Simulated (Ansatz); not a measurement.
Geometry optimisation, Ansatz, DFT LDA, scalar-relativistic, plane waves, PAW.

Input:

```yaml
crystal:
  lattice:
    - [10.04, 0.0, 0.0]
    - [0.0, 10.04, 0.0]
    - [0.0, 0.0, 10.04]
  atoms:
    - { symbol: Ba, position: [0.0, 0.0, 0.0] }
    - { symbol: Ba, position: [0.5, 0.0, 0.0] }
    - { symbol: Ba, position: [0.0, 0.5, 0.0] }
    - { symbol: Ba, position: [0.0, 0.0, 0.5] }
    - { symbol: Ba, position: [0.25, 0.25, 0.25] }
    - { symbol: Ba, position: [0.5, 0.5, 0.0] }
    - { symbol: Ba, position: [0.5, 0.0, 0.5] }
    - { symbol: Ba, position: [0.75, 0.25, 0.25] }
    - { symbol: Ba, position: [0.0, 0.5, 0.5] }
    - { symbol: Ba, position: [0.25, 0.75, 0.25] }
    - { symbol: Ba, position: [0.25, 0.25, 0.75] }
    - { symbol: Ba, position: [0.5, 0.5, 0.5] }
    - { symbol: Ba, position: [0.75, 0.75, 0.25] }
    - { symbol: Ba, position: [0.75, 0.25, 0.75] }
    - { symbol: Ba, position: [0.25, 0.75, 0.75] }
    - { symbol: Ba, position: [0.75, 0.75, 0.75] }
    - { symbol: Cu, position: [0.2496539, 0.1237175, -0.0051173] }
basis:
  ecutwfc: 420.0
kpoints:
  mp_grid: { grid: [1, 1, 1] }
hamiltonian:
  xc: lda
scf:
  occupations: { method: fermi_dirac, width: 0.15 }
  lower_state_search: "off"
relax:
  f_tol: 0.08
  max_steps: 25
  adjacent_minimum: "off"
output:
  write_density: true
  write_potential: true
  elf: true
  volumetric_format: npy
```

Command:

```bash
$ ansatz run input.yaml --threads 2 --pin off --max-ram 5120MiB --backend cpu --events-out ev --progress --plain --runs-dir out
```

Problem. Where does it end, and by what steps?

Solution. It converged. The threshold is loose, so the end isn't yet a minimum. Limits of this set-up: coarse k mesh. After 2 steps the energy has fallen by 0.183 eV; Ba11 moved furthest, 0.14 Å.

```tsv
step	energy less start (eV)	largest force component (eV/Å)	accepted
0	0.0000	0.519	yes
1	-0.1231	0.244	yes
2	-0.1829	0.046	yes
```

```xyz
17
Lattice="10.0400 0.0000 0.0000 0.0000 10.0400 0.0000 0.0000 0.0000 10.0400" Properties=species:S:1:pos:R:3
Ba -0.122 -0.061 0.007
Ba 5.140 -0.060 0.007
Ba 0.046 4.927 -0.002
Ba -0.064 -0.039 5.019
Ba 2.510 2.560 2.612
Ba 4.974 4.928 -0.002
Ba 5.083 -0.039 5.019
Ba 7.530 2.551 2.573
Ba -0.004 5.092 5.016
Ba 2.510 7.621 2.461
Ba 2.510 2.575 7.407
Ba 5.024 5.092 5.016
Ba 7.530 7.455 2.519
Ba 7.530 2.552 7.464
Ba 2.510 7.634 7.582
Ba 7.530 7.458 7.522
Cu 2.508 1.239 -0.031
```

Whether the end is a true minimum wasn't checked by a vibrational analysis.

The run took 16 s on 2 threads of Arm Neoverse V2, on a shared host, peak memory 0.72 GiB.
